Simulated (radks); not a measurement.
Q: Valence configurations of the fluorine ion F2+ (all share [He]). All-electron calculation, Dirac Kohn-Sham, PBE, spin-unpolarised, spherical densities, finite nucleus; open shells fill j = l - 1/2 first; Fermi nuclear charge, rms radius 2.8976 fm. Program: a radial shooting solver on a logarithmic mesh with Libxc functionals. Order these by energy: 2s1 2p4; 2p5; 2s2 2p3; 2s1.5 2p3.5; 2s0.5 2p4.5.

A: From the lowest, in eV above it: 2s2 2p3 0.000; 2s1.5 2p3.5 9.519; 2s1 2p4 19.057; 2s0.5 2p4.5 28.612; 2p5 38.186. NIST lists [He] 2s2 2p3 as the ground configuration; this level of theory agrees among the configurations tried. The energies are those of spherical spin-averaged densities, not of single terms.
